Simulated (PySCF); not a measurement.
**Two-component Hartree-Fock for Tc⁴⁺ (technetium, charge +4)**

Start: [Kr] 4d3; 4d3/2 filled at m_j = -1/2, +1/2, +3/2. Calculated with PySCF 2.14 in x2c-SVPall-2c: generalised Hartree-Fock with the X2C-1e Hamiltonian and a Gaussian nucleus; one run each with spin-orbit coupling (SO) switched off, then screened by Boettger's factors.

```csv
spinor shell,electrons,"ε, spin-free (eV)","ε, screened SO (eV)",weight of nominal j (screened SO),"rms radius, screened SO (bohr)"
1s1/2,2,-21203.2,-21202.0,1.000,0.0394
2s1/2,2,-3142.8,-3142.5,1.000,0.162
2p1/2,2,-2811.9,-2893.8,1.000,0.141
2p3/2,4,-2811.9,-2773.4,1.000,0.145
3s1/2,2,-620.21,-620.06,1.000,0.441
3p1/2,2,-508.43,-522.64,1.000,0.439
3p3/2,4,-508.43,-501.63,1.000,0.450
3d3/2,4,-327.51,-330.16,0.973,0.433
3d5/2,6,-327.51,-325.56,0.982,0.437
4s1/2,2,-135.51,-135.45,1.000,1.12
4p1/2,2,-101.10,-106.75,0.712,1.22
4p3/2,4,-101.10,-98.272,0.856,1.23
4d3/2,3,-57.567,-57.618,0.660,1.54
```

```csv
quantity,spin-free,screened SO
E (hartree),-4279.07309,-4279.61126
M_J,3/2,3/2
⟨J²⟩,6.756,6.322
⟨L²⟩,12.006,11.957
⟨S²⟩,3.751,3.726
```

The determinant has a definite M_J but mixes levels of different J.

Each row is a mean over spinors that exchange with the open shell spreads, by up to 5.201 eV (4s1/2).

Rows whose weight is well below 1 are mixtures of j = l ± 1/2: exchange outweighs spin-orbit coupling there, and the label is only the starting occupation.

Breit and QED terms are absent; they matter most for the inner s and p1/2 levels.

Densities and radii are taken from the X2C orbitals without a picture-change correction, which distorts them close to the nucleus.

Without spin-orbit coupling the j labels of p, d and f shells carry no meaning; the spin-free column gives the mean over the occupied spinors of each nl shell, and its ⟨J²⟩ belongs to a mixture of degenerate components.
